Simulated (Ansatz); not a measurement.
VF4, SMILES [F][V]([F])([F])[F] (connectivity only; charge and spin as stated), neutral, multiplicity 2.

The structure is a stationary point at B3LYP-D3(BJ)/def2-SVP. The spin state was assumed, not searched. The isomer is the one that the SMILES or the coordinates give; other isomers of the formula were not compared.

Two levels are set side by side: PBE/def2-SVPD (Ansatz, a quantum-chemistry and plane-wave program) and CAM-B3LYP/def2-SVPD (Ansatz). Energy differences of separate SCF runs at the same geometry; the states with an electron removed or added have multiplicity 1 and 3. Differences are taken from unrounded values.

| quantity | CAM-B3LYP | PBE | PBE minus CAM-B3LYP |
|---|---|---|---|
| vertical ionisation energy (eV) | 11.68 | 9.98 | -1.69 |
| vertical electron affinity (eV) | 2.74 | 1.47 | -1.27 |
